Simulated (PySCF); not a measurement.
**P(2+): interval between two levels**

P(2+) [Ne] 3s2 3p1 [2P3/2, M_J = 3/2] → P(2+) [Ne] 3s1 3p2 [4P5/2, M_J = 5/2], as a difference of total energies. All numbers are calculated (PySCF 2.14, the two-component X2C-1e Hamiltonian, in x2c-TZVPall-2c (5s6p2d1f, 40 functions)). Correlated levels: [Ne] frozen; the 6 highest virtual spinors dropped. "Screened" scales the spin-orbit matrix elements by Boettger's factors to mimic the two-electron term; Breit and QED terms are absent.

| method | interval between two levels (cm⁻¹) |
| --- | --- |
| GHF (spin-free) | 44029 |
| GMP2 (spin-free) | 52094 |
| GHF (screened spin-orbit) | 44035 |
| GMP2 (screened spin-orbit) | 52102 |

The labels give the starting determinants; with spin-orbit coupling the two ends relaxed to ⟨J²⟩ = 3.76, ⟨L²⟩ = 2.01, ⟨S²⟩ = 0.75 and ⟨J²⟩ = 8.75, ⟨L²⟩ = 2.00, ⟨S²⟩ = 3.75.
